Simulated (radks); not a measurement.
Values are calculated unless marked as measured or tabulated.
Q: All-electron atom: the silicon ion Si3+ in [Ne] 3s1. Code: a radial shooting solver on a logarithmic mesh with Libxc functionals. Model: non-relativistic Kohn-Sham, HCTH/407, spin-polarised, spherical densities, point nucleus; open shells are filled with parallel spins first. Some entries of the table are withheld. Estimate them.

orbital  occ.  eigenvalue (eV)  r(max) (bohr)
1s up       1              (1)        0.07308
1s down     1              (2)        0.07308
2s up       1              (3)         0.4553
2s down     1              (4)         0.4556
2p up       3        -133.4366         0.3872
2p down     3        -133.2410         0.3874
3s up       1         -40.3146          1.647
3s down     0         -32.5926          1.492

A: 
(1) 1s up eigenvalue (eV): -1817.814
(2) 1s down eigenvalue (eV): -1817.611
(3) 2s up eigenvalue (eV): -176.5574
(4) 2s down eigenvalue (eV): -176.3667
